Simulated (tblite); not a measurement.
A geometry optimisation, step by step.

Species: C4H10O2SeSi.
Numbering: `[CH2:1]=[CH:2][O:3][C@@H:4]([CH2:5][OH:6])[SiH2:7][SeH:8]` (hydrogens: H9, H10 on C1; H11 on C2; H12 on C4; H13, H14 on C5; H15 on O6; H16, H17 on Si7; H18 on Se8)

Computed with GFN2-xTB (tblite), gas phase: L-BFGS steps from a force-field or distance-geometry start until the largest atomic force falls under 0.01 eV/Å. 11 of its 191 geometries are shown.

Step 0: E = -724.9470 eV, largest atomic force 2.613 eV/Å
```
atom  x, y, z in Å  |  force x, y, z in eV/Å
C1      2.147    0.934   -1.148   -0.060   0.246  -0.169
C2      2.083    0.004   -0.225   -0.422  -1.151   0.448
O3      1.014   -0.187    0.636    0.492   0.272   0.559
C4     -0.136   -0.935    0.276    0.163  -1.717  -0.087
C5     -1.119   -0.925    1.466    1.228  -0.273   0.016
O6     -1.451    0.406    1.672    0.877   0.414   2.426
Si7    -1.077   -0.225   -1.170   -0.399   0.306  -0.846
Se8    -2.155    1.653   -0.470   -0.347   1.100  -1.044
H9      1.323    1.627   -1.302    0.462  -0.110  -0.105
H10     3.049    0.966   -1.738   -0.232   0.391  -0.065
H11     2.925   -0.697   -0.071   -0.503   0.278   0.051
H12     0.095   -2.030    0.118    0.283   0.747  -0.081
H13    -0.561   -1.379    2.325   -0.712   0.265  -0.228
H14    -2.032   -1.506    1.231    0.491   0.335   0.145
H15    -0.691    0.842    2.155   -1.048  -0.538  -0.724
H16    -2.010   -1.288   -1.588   -0.072   0.338   0.121
H17    -0.188    0.049   -2.289    0.016   0.057  -0.137
H18    -1.226    2.699    0.111   -0.219  -0.958  -0.279
```

Step 19: E = -725.7279 eV, largest atomic force 0.218 eV/Å
```
atom  x, y, z in Å  |  force x, y, z in eV/Å
C1      2.165    0.930   -1.089   -0.001  -0.011  -0.019
C2      2.030   -0.010   -0.173   -0.157  -0.049  -0.122
O3      0.950   -0.028    0.675   -0.038  -0.018  -0.040
C4     -0.152   -0.863    0.273    0.141   0.154  -0.062
C5     -1.040   -0.939    1.514    0.030  -0.015  -0.035
O6     -1.425    0.341    1.938    0.032  -0.073  -0.026
Si7    -1.126   -0.181   -1.253    0.083  -0.014   0.155
Se8    -2.183    1.785   -0.853    0.072  -0.056  -0.027
H9      1.406    1.691   -1.188    0.140   0.039  -0.070
H10     3.009    0.952   -1.754    0.011   0.089   0.066
H11     2.762   -0.805   -0.034   -0.153   0.019   0.043
H12     0.228   -1.867    0.041   -0.019  -0.008  -0.013
H13    -0.486   -1.455    2.308   -0.038  -0.054   0.115
H14    -1.951   -1.496    1.289   -0.032   0.003   0.021
H15    -0.609    0.817    2.133   -0.032   0.064  -0.003
H16    -2.173   -1.153   -1.550   -0.001  -0.029  -0.032
H17    -0.187   -0.016   -2.364   -0.057  -0.051  -0.026
H18    -1.226    2.302    0.075    0.021   0.009   0.076
```

Step 38: E = -725.8640 eV, largest atomic force 0.159 eV/Å
```
atom  x, y, z in Å  |  force x, y, z in eV/Å
C1      2.305    1.055   -1.085    0.027   0.015   0.051
C2      1.865    0.095   -0.292    0.069   0.050   0.033
O3      0.744    0.229    0.477    0.073  -0.031  -0.053
C4     -0.210   -0.822    0.273    0.079  -0.011  -0.046
C5     -1.033   -0.965    1.552    0.020  -0.031  -0.037
O6     -1.454    0.283    2.026    0.033   0.002  -0.034
Si7    -1.210   -0.299   -1.277   -0.038   0.034  -0.002
Se8    -1.886    1.835   -0.954   -0.007  -0.027  -0.005
H9      1.764    1.981   -1.195    0.074  -0.038   0.034
H10     3.230    0.937   -1.620   -0.043   0.051   0.000
H11     2.382   -0.860   -0.194   -0.080   0.041   0.000
H12     0.334   -1.756    0.105   -0.057  -0.118  -0.090
H13    -0.443   -1.492    2.317    0.019   0.048   0.063
H14    -1.929   -1.550    1.348   -0.063  -0.037  -0.001
H15    -0.650    0.810    2.119   -0.017   0.113   0.095
H16    -2.321   -1.218   -1.495   -0.042   0.010   0.027
H17    -0.281   -0.305   -2.409   -0.018  -0.038   0.005
H18    -1.216    2.048    0.293   -0.027  -0.034  -0.038
```

Step 57: E = -725.9279 eV, largest atomic force 0.169 eV/Å
```
atom  x, y, z in Å  |  force x, y, z in eV/Å
C1      2.467    1.134   -0.959   -0.028  -0.068   0.115
C2      1.874    0.096   -0.389    0.116   0.096  -0.076
O3      0.740    0.226    0.349    0.050   0.037  -0.083
C4     -0.221   -0.819    0.206    0.058  -0.020   0.105
C5     -0.975   -0.917    1.532   -0.022  -0.040   0.065
O6     -1.485    0.325    1.950    0.011   0.035  -0.007
Si7    -1.327   -0.367   -1.296   -0.023   0.012  -0.079
Se8    -1.805    1.822   -1.073    0.016   0.002  -0.044
H9      2.029    2.117   -0.897    0.057  -0.057   0.010
H10     3.412    1.035   -1.466   -0.126  -0.029   0.042
H11     2.270   -0.918   -0.448   -0.021   0.068  -0.038
H12     0.295   -1.771    0.030   -0.028  -0.030   0.006
H13    -0.319   -1.331    2.311    0.005  -0.039  -0.025
H14    -1.835   -1.578    1.409   -0.010  -0.033   0.001
H15    -0.750    0.852    2.287   -0.010   0.013  -0.082
H16    -2.524   -1.198   -1.348   -0.011  -0.047   0.055
H17    -0.504   -0.572   -2.489   -0.002   0.035  -0.008
H18    -1.352    1.870    0.278   -0.032   0.064   0.042
```

Step 76: E = -725.9903 eV, largest atomic force 0.126 eV/Å
```
atom  x, y, z in Å  |  force x, y, z in eV/Å
C1      2.640    1.157   -0.724    0.065   0.029  -0.046
C2      1.869    0.110   -0.490   -0.006  -0.125   0.016
O3      0.777    0.182    0.310   -0.004   0.017  -0.067
C4     -0.192   -0.853    0.181    0.003  -0.013   0.036
C5     -0.902   -0.929    1.531   -0.007   0.007   0.011
O6     -1.492    0.308    1.845   -0.006  -0.012   0.009
Si7    -1.426   -0.419   -1.232    0.031   0.023   0.026
Se8    -1.713    1.821   -1.255   -0.036  -0.013   0.012
H9      2.408    2.127   -0.328   -0.044   0.034   0.051
H10     3.528    1.066   -1.317    0.028  -0.033  -0.029
H11     2.087   -0.879   -0.891   -0.018   0.083   0.000
H12     0.305   -1.810   -0.017    0.017  -0.018   0.006
H13    -0.186   -1.220    2.314   -0.028  -0.021  -0.001
H14    -1.710   -1.662    1.495    0.037  -0.001  -0.009
H15    -0.769    0.939    1.948    0.006   0.044  -0.012
H16    -2.620   -1.232   -1.007   -0.049   0.072  -0.039
H17    -0.827   -0.689   -2.535    0.050  -0.062  -0.002
H18    -1.786    1.989    0.162   -0.038  -0.010   0.036
```

Step 95: E = -726.0078 eV, largest atomic force 0.056 eV/Å
```
atom  x, y, z in Å  |  force x, y, z in eV/Å
C1      2.711    1.135   -0.658   -0.015   0.004  -0.015
C2      1.876    0.116   -0.539   -0.016   0.017  -0.003
O3      0.791    0.180    0.272    0.005  -0.007   0.028
C4     -0.174   -0.865    0.177    0.017  -0.008   0.009
C5     -0.864   -0.922    1.537   -0.008   0.002   0.001
O6     -1.489    0.307    1.810    0.022   0.044   0.012
Si7    -1.441   -0.426   -1.210    0.013  -0.006   0.049
Se8    -1.704    1.817   -1.259    0.001   0.029  -0.013
H9      2.537    2.056   -0.132   -0.012   0.007   0.004
H10     3.579    1.078   -1.285    0.011  -0.055  -0.001
H11     2.020   -0.827   -1.060    0.004   0.021  -0.005
H12     0.330   -1.818   -0.019   -0.020  -0.032   0.002
H13    -0.140   -1.171    2.326    0.015   0.024  -0.010
H14    -1.651   -1.677    1.534    0.010  -0.029  -0.036
H15    -0.787    0.972    1.824   -0.022   0.003   0.009
H16    -2.694   -1.131   -0.953    0.016  -0.008  -0.020
H17    -0.852   -0.770   -2.499    0.005   0.001  -0.029
H18    -2.057    1.954    0.120   -0.026  -0.008   0.019
```

Step 114: E = -726.0185 eV, largest atomic force 0.073 eV/Å
```
atom  x, y, z in Å  |  force x, y, z in eV/Å
C1      2.743    1.081   -0.702    0.005   0.009  -0.025
C2      1.885    0.086   -0.558    0.017   0.010   0.005
O3      0.871    0.124    0.342   -0.022   0.016  -0.048
C4     -0.143   -0.869    0.215    0.011  -0.018   0.027
C5     -0.859   -0.899    1.564    0.020  -0.012   0.001
O6     -1.537    0.310    1.794    0.021   0.020  -0.023
Si7    -1.356   -0.369   -1.199    0.006  -0.007   0.039
Se8    -1.685    1.868   -1.120   -0.039   0.051   0.005
H9      2.648    1.990   -0.138   -0.001   0.009   0.040
H10     3.560    1.002   -1.392   -0.001   0.004  -0.010
H11     1.965   -0.829   -1.136   -0.003  -0.071  -0.017
H12     0.315   -1.849    0.025   -0.005   0.028   0.022
H13    -0.132   -1.091    2.366   -0.003  -0.003   0.000
H14    -1.611   -1.690    1.575   -0.012   0.002  -0.031
H15    -0.868    1.008    1.813   -0.033  -0.025  -0.003
H16    -2.610   -1.095   -1.047   -0.009  -0.032   0.004
H17    -0.720   -0.623   -2.490    0.020   0.018   0.030
H18    -2.477    1.851    0.075    0.028   0.001  -0.016
```

Step 133: E = -726.0236 eV, largest atomic force 0.025 eV/Å
```
atom  x, y, z in Å  |  force x, y, z in eV/Å
C1      2.726    1.068   -0.748    0.005   0.010  -0.004
C2      1.892    0.061   -0.554   -0.009  -0.006  -0.002
O3      0.880    0.126    0.346    0.003  -0.001   0.002
C4     -0.142   -0.860    0.228   -0.003   0.007   0.010
C5     -0.874   -0.895    1.566    0.000  -0.007  -0.002
O6     -1.558    0.311    1.798    0.021  -0.004  -0.012
Si7    -1.331   -0.345   -1.198    0.001   0.007   0.012
Se8    -1.742    1.879   -1.106   -0.003  -0.009  -0.003
H9      2.611    1.996   -0.219    0.010  -0.010   0.002
H10     3.543    0.978   -1.438    0.008   0.003   0.002
H11     1.984   -0.881   -1.087    0.004   0.006   0.011
H12     0.311   -1.843    0.045   -0.010   0.011  -0.004
H13    -0.165   -1.099    2.380   -0.010  -0.002  -0.009
H14    -1.630   -1.683    1.546    0.002  -0.002   0.013
H15    -0.890    1.007    1.853    0.002   0.015  -0.005
H16    -2.555   -1.132   -1.104   -0.012  -0.015  -0.015
H17    -0.622   -0.532   -2.461   -0.005   0.003  -0.007
H18    -2.447    1.851    0.140   -0.003  -0.005   0.010
```

Step 152: E = -726.0286 eV, largest atomic force 0.046 eV/Å
```
atom  x, y, z in Å  |  force x, y, z in eV/Å
C1      2.774    1.000   -0.751    0.005  -0.028   0.004
C2      1.899    0.028   -0.554   -0.024   0.016   0.003
O3      0.855    0.163    0.301    0.000  -0.015  -0.004
C4     -0.178   -0.814    0.216    0.015   0.004  -0.023
C5     -0.874   -0.833    1.575    0.002   0.013  -0.028
O6     -1.529    0.383    1.837    0.017  -0.011  -0.005
Si7    -1.334   -0.322   -1.244   -0.011   0.015   0.006
Se8    -2.035    1.817   -1.027   -0.026   0.001   0.006
H9      2.675    1.947   -0.253    0.006   0.002  -0.015
H10     3.610    0.858   -1.409    0.012   0.009   0.011
H11     1.978   -0.936   -1.049    0.004   0.015   0.006
H12     0.259   -1.805    0.037    0.022  -0.007   0.011
H13    -0.134   -1.040    2.362   -0.029  -0.033  -0.013
H14    -1.637   -1.614    1.584   -0.003   0.036   0.014
H15    -0.854    1.075    1.836    0.020  -0.010   0.025
H16    -2.442   -1.271   -1.331    0.009  -0.004   0.023
H17    -0.515   -0.305   -2.452    0.005  -0.015  -0.003
H18    -2.527    1.675    0.310   -0.026   0.012  -0.019
```

Step 171: E = -726.0421 eV, largest atomic force 0.032 eV/Å
```
atom  x, y, z in Å  |  force x, y, z in eV/Å
C1      2.859    0.939   -0.700   -0.009  -0.003  -0.002
C2      1.920    0.022   -0.534    0.000  -0.004   0.007
O3      0.815    0.239    0.220   -0.017  -0.012  -0.009
C4     -0.212   -0.748    0.167    0.012  -0.003  -0.024
C5     -0.879   -0.756    1.541    0.007  -0.002  -0.013
O6     -1.381    0.512    1.878   -0.008   0.026   0.005
Si7    -1.389   -0.321   -1.295    0.008   0.022   0.022
Se8    -2.506    1.619   -0.976    0.008  -0.008   0.009
H9      2.773    1.916   -0.262   -0.002   0.008   0.015
H10     3.736    0.721   -1.276    0.000   0.007  -0.008
H11     1.993   -0.965   -0.979    0.014  -0.022  -0.008
H12     0.233   -1.738    0.002   -0.003   0.003  -0.009
H13    -0.156   -1.086    2.301    0.003  -0.014   0.014
H14    -1.726   -1.444    1.540   -0.020  -0.002  -0.006
H15    -0.634    1.125    1.849   -0.008   0.026  -0.013
H16    -2.309   -1.446   -1.476    0.014   0.006   0.015
H17    -0.537   -0.102   -2.460   -0.002  -0.008  -0.004
H18    -2.607    1.518    0.447    0.002  -0.021   0.009
```

Step 190: E = -726.0441 eV, largest atomic force 0.010 eV/Å
```
atom  x, y, z in Å  |  force x, y, z in eV/Å
C1      2.874    0.924   -0.695   -0.005  -0.003   0.008
C2      1.932    0.010   -0.532    0.003   0.001  -0.004
O3      0.826    0.236    0.217    0.001   0.000  -0.002
C4     -0.210   -0.739    0.162    0.001   0.000  -0.004
C5     -0.884   -0.736    1.534   -0.001   0.003   0.000
O6     -1.360    0.543    1.872    0.004   0.004   0.002
Si7    -1.388   -0.307   -1.298    0.000   0.000  -0.004
Se8    -2.571    1.583   -0.938   -0.003  -0.001   0.007
H9      2.789    1.900   -0.254   -0.002  -0.002  -0.001
H10     3.754    0.706   -1.269   -0.003   0.003  -0.001
H11     2.003   -0.980   -0.974    0.002   0.002   0.000
H12     0.223   -1.734   -0.002    0.001  -0.002   0.001
H13    -0.173   -1.085    2.297   -0.005   0.001   0.001
H14    -1.749   -1.403    1.525    0.002   0.000   0.006
H15    -0.610    1.150    1.812    0.000  -0.007  -0.003
H16    -2.271   -1.459   -1.493   -0.001   0.001   0.000
H17    -0.543   -0.050   -2.460    0.003   0.002   0.003
H18    -2.650    1.448    0.484    0.003   0.001  -0.007
```

**Question.** Summarise the path.

**Answer.** The energy falls by 105.85 kJ/mol from step 0 to step 190; nine tenths of that is first reached at step 59. It rises by more than 0.2 meV at step 154. The largest force goes from 2.613 to 0.010 eV/Å. Among the bonds Se8–H18 changes most, from 1.515 to 1.431 Å; the atoms move by 0.835 Å rms after alignment.

**Question.** Follow the three bonds and two angles with the largest change from start to end.

**Answer.** 
```json
{"step": "0", "E above end (kJ/mol)": "105.85", "largest force (eV/Å)": "2.613", "Se8–H18 (Å)": "1.515", "C4–Si7 (Å)": "1.865", "O6–H15 (Å)": "1.001", "Si7–Se8–H18 (°)": "113.4", "C5–C4–Si7 (°)": "105.9"}
{"step": "8", "E above end (kJ/mol)": "39.03", "largest force (eV/Å)": "0.421", "Se8–H18 (Å)": "1.457", "C4–Si7 (Å)": "1.930", "O6–H15 (Å)": "0.965", "Si7–Se8–H18 (°)": "100.0", "C5–C4–Si7 (°)": "109.2"}
{"step": "17", "E above end (kJ/mol)": "31.83", "largest force (eV/Å)": "0.235", "Se8–H18 (Å)": "1.443", "C4–Si7 (Å)": "1.926", "O6–H15 (Å)": "0.965", "Si7–Se8–H18 (°)": "97.2", "C5–C4–Si7 (°)": "110.6"}
{"step": "25", "E above end (kJ/mol)": "26.40", "largest force (eV/Å)": "0.243", "Se8–H18 (Å)": "1.442", "C4–Si7 (Å)": "1.913", "O6–H15 (Å)": "0.967", "Si7–Se8–H18 (°)": "98.5", "C5–C4–Si7 (°)": "112.6"}
{"step": "33", "E above end (kJ/mol)": "19.68", "largest force (eV/Å)": "0.154", "Se8–H18 (Å)": "1.431", "C4–Si7 (Å)": "1.922", "O6–H15 (Å)": "0.966", "Si7–Se8–H18 (°)": "98.0", "C5–C4–Si7 (°)": "114.1"}
{"step": "41", "E above end (kJ/mol)": "16.22", "largest force (eV/Å)": "0.137", "Se8–H18 (Å)": "1.423", "C4–Si7 (Å)": "1.916", "O6–H15 (Å)": "0.965", "Si7–Se8–H18 (°)": "95.1", "C5–C4–Si7 (°)": "114.7"}
{"step": "50", "E above end (kJ/mol)": "13.35", "largest force (eV/Å)": "0.143", "Se8–H18 (Å)": "1.425", "C4–Si7 (Å)": "1.922", "O6–H15 (Å)": "0.965", "Si7–Se8–H18 (°)": "94.1", "C5–C4–Si7 (°)": "114.6"}
{"step": "58", "E above end (kJ/mol)": "10.87", "largest force (eV/Å)": "0.132", "Se8–H18 (Å)": "1.427", "C4–Si7 (Å)": "1.922", "O6–H15 (Å)": "0.964", "Si7–Se8–H18 (°)": "93.3", "C5–C4–Si7 (°)": "114.1"}
{"step": "66", "E above end (kJ/mol)": "8.32", "largest force (eV/Å)": "0.155", "Se8–H18 (Å)": "1.431", "C4–Si7 (Å)": "1.919", "O6–H15 (Å)": "0.965", "Si7–Se8–H18 (°)": "95.3", "C5–C4–Si7 (°)": "113.5"}
{"step": "74", "E above end (kJ/mol)": "5.59", "largest force (eV/Å)": "0.148", "Se8–H18 (Å)": "1.429", "C4–Si7 (Å)": "1.924", "O6–H15 (Å)": "0.966", "Si7–Se8–H18 (°)": "95.9", "C5–C4–Si7 (°)": "111.4"}
{"step": "83", "E above end (kJ/mol)": "4.09", "largest force (eV/Å)": "0.076", "Se8–H18 (Å)": "1.430", "C4–Si7 (Å)": "1.925", "O6–H15 (Å)": "0.968", "Si7–Se8–H18 (°)": "95.8", "C5–C4–Si7 (°)": "111.0"}
{"step": "91", "E above end (kJ/mol)": "3.72", "largest force (eV/Å)": "0.052", "Se8–H18 (Å)": "1.432", "C4–Si7 (Å)": "1.928", "O6–H15 (Å)": "0.966", "Si7–Se8–H18 (°)": "96.7", "C5–C4–Si7 (°)": "110.3"}
{"step": "99", "E above end (kJ/mol)": "3.28", "largest force (eV/Å)": "0.064", "Se8–H18 (Å)": "1.432", "C4–Si7 (Å)": "1.927", "O6–H15 (Å)": "0.967", "Si7–Se8–H18 (°)": "95.5", "C5–C4–Si7 (°)": "110.2"}
{"step": "107", "E above end (kJ/mol)": "2.96", "largest force (eV/Å)": "0.063", "Se8–H18 (Å)": "1.431", "C4–Si7 (Å)": "1.928", "O6–H15 (Å)": "0.967", "Si7–Se8–H18 (°)": "95.4", "C5–C4–Si7 (°)": "110.4"}
{"step": "116", "E above end (kJ/mol)": "2.32", "largest force (eV/Å)": "0.069", "Se8–H18 (Å)": "1.429", "C4–Si7 (Å)": "1.929", "O6–H15 (Å)": "0.968", "Si7–Se8–H18 (°)": "95.9", "C5–C4–Si7 (°)": "110.8"}
{"step": "124", "E above end (kJ/mol)": "2.06", "largest force (eV/Å)": "0.035", "Se8–H18 (Å)": "1.431", "C4–Si7 (Å)": "1.929", "O6–H15 (Å)": "0.966", "Si7–Se8–H18 (°)": "96.1", "C5–C4–Si7 (°)": "110.6"}
{"step": "132", "E above end (kJ/mol)": "1.99", "largest force (eV/Å)": "0.025", "Se8–H18 (Å)": "1.431", "C4–Si7 (Å)": "1.927", "O6–H15 (Å)": "0.966", "Si7–Se8–H18 (°)": "96.0", "C5–C4–Si7 (°)": "110.9"}
{"step": "140", "E above end (kJ/mol)": "1.89", "largest force (eV/Å)": "0.036", "Se8–H18 (Å)": "1.431", "C4–Si7 (Å)": "1.926", "O6–H15 (Å)": "0.966", "Si7–Se8–H18 (°)": "96.0", "C5–C4–Si7 (°)": "111.4"}
{"step": "149", "E above end (kJ/mol)": "1.61", "largest force (eV/Å)": "0.038", "Se8–H18 (Å)": "1.431", "C4–Si7 (Å)": "1.926", "O6–H15 (Å)": "0.966", "Si7–Se8–H18 (°)": "95.9", "C5–C4–Si7 (°)": "112.6"}
{"step": "157", "E above end (kJ/mol)": "0.99", "largest force (eV/Å)": "0.072", "Se8–H18 (Å)": "1.433", "C4–Si7 (Å)": "1.923", "O6–H15 (Å)": "0.966", "Si7–Se8–H18 (°)": "96.7", "C5–C4–Si7 (°)": "115.3"}
{"step": "165", "E above end (kJ/mol)": "0.43", "largest force (eV/Å)": "0.047", "Se8–H18 (Å)": "1.429", "C4–Si7 (Å)": "1.924", "O6–H15 (Å)": "0.968", "Si7–Se8–H18 (°)": "96.6", "C5–C4–Si7 (°)": "115.0"}
{"step": "173", "E above end (kJ/mol)": "0.15", "largest force (eV/Å)": "0.034", "Se8–H18 (Å)": "1.430", "C4–Si7 (Å)": "1.925", "O6–H15 (Å)": "0.967", "Si7–Se8–H18 (°)": "96.7", "C5–C4–Si7 (°)": "114.6"}
{"step": "182", "E above end (kJ/mol)": "0.03", "largest force (eV/Å)": "0.017", "Se8–H18 (Å)": "1.430", "C4–Si7 (Å)": "1.924", "O6–H15 (Å)": "0.967", "Si7–Se8–H18 (°)": "96.0", "C5–C4–Si7 (°)": "114.3"}
{"step": "190", "E above end (kJ/mol)": "0.00", "largest force (eV/Å)": "0.010", "Se8–H18 (Å)": "1.431", "C4–Si7 (Å)": "1.924", "O6–H15 (Å)": "0.967", "Si7–Se8–H18 (°)": "96.2", "C5–C4–Si7 (°)": "114.2"}
```

What follows is the cost of the whole relaxation. The run took 1.7 s of wall time on one thread, Arm Neoverse V1 (aarch64), shared host.
